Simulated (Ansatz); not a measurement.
`[Br][Mg][Br]`. The species carries charge 0 and has multiplicity 1.

**Question.** What are the harmonic wavenumbers in cm⁻¹ at PBE0-D4/def2-TZVP (Ansatz, finite differences of forces, unscaled)? (Best estimate.)

**Answer.** The calculation gave: 93, 93, 197, 528.

**Question.** Is this a minimum?

**Answer.** Yes, all 4 modes are real.

**Question.** Give the ideal-gas thermochemistry at 298.15 K and 1 bar (rigid rotor, harmonic oscillator; point group D∞h, symmetry number 2).

**Answer.** Zero-point energy 5.4 kJ/mol; H(298) − E = 20.1 kJ/mol; entropy 295.2 J/(mol·K), of which translation 173.9, rotation 79.6, vibration 41.7; G(298) − E = -67.9 kJ/mol. Modes under 100 cm⁻¹ are hindered rotations or soft bends, so the harmonic entropy is rough.

**Question.** Rotational constants (cm⁻¹)?

**Answer.** 0.0196.
